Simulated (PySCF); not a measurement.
Species: C9H10.
Cartesian coordinates in Å at the PBE0-D3(BJ)/def2-SVP level; atoms count from 1:
```xyz
19
C9H10 angstrom
C      3.8518    0.4944   -0.5776
C      2.4125    0.3745   -0.4171
C      1.2091    0.2775   -0.2755
C     -0.1954    0.1543   -0.1388
C     -1.3490   -0.3843   -1.0803
C     -1.8094   -1.2866    0.0810
C     -1.0844   -0.3159    0.9944
C     -1.2616    1.0778    0.4141
C     -2.0929    0.9449   -0.8481
H      4.3180   -0.4839   -0.7764
H      4.1102    1.1653   -1.4124
H      4.3164    0.9040    0.3334
H     -1.2073   -0.7867   -2.0902
H     -1.3041   -2.2632    0.0617
H     -2.8963   -1.4289    0.2099
H     -0.7801   -0.4573    2.0330
H     -1.0883    1.9662    1.0240
H     -1.8078    1.7047   -1.5902
H     -3.1922    0.9003   -0.7599
```

All values: B3LYP/def2-SVPD (PySCF, non-relativistic), on one gas-phase PBE0-D3(BJ)/def2-SVP geometry that isn't relaxed in the solvent. The solvent is an IEF-PCM continuum (Bondi radii, 1.10 Å for H, scaled by 1.2). Specific hydrogen bonds and non-electrostatic terms are outside this model.

Gas phase at B3LYP/def2-SVPD: HOMO -6.08 eV, LUMO 0.46 eV, dipole 0.17 D.

Problem. What does the continuum do to the energy, the frontier levels and the dipole at B3LYP/def2-SVPD in benzene and methanol?

Solution. 
```tsv
solvent	ε	E(solvent) − E(gas) (kcal/mol)	polarisation term (kcal/mol)	distortion of the solute (kcal/mol)	HOMO (eV)	LUMO (eV)	dipole (D)
benzene	2.271	-1.35	-1.44	0.09	-6.10	0.48	0.16
methanol	32.61	-2.98	-3.42	0.44	-6.18	0.45	0.13
```

The polarisation term is half the interaction of the solute with the surface charges that it induces; the rest is the cost of distorting the solute's density. The sum is the electrostatic part of solvation alone. From benzene to methanol the lowering changes by a factor 2.20, Onsager's factor (ε − 1)/(2ε + 1) by 2.08 and ε itself by 14.4.

Problem. How does the static polarisability (B3LYP/def2-SVPD, frozen core, with the continuum's full static response) change?

Solution. 
```
  medium  isotropic (au)  principal values (au)  ⟨r²⟩ of the electrons (bohr²)
     gas           103.9      81.9, 84.9, 145.1                         1419.6
 benzene           119.0      94.1, 97.3, 165.5                         1418.6
methanol           140.7    114.2, 117.4, 190.5                         1417.2
```

The isotropic value in methanol is 1.35 times the gas-phase one; no cavity-field correction is applied. ⟨r²⟩ is taken about the centre of nuclear charge.
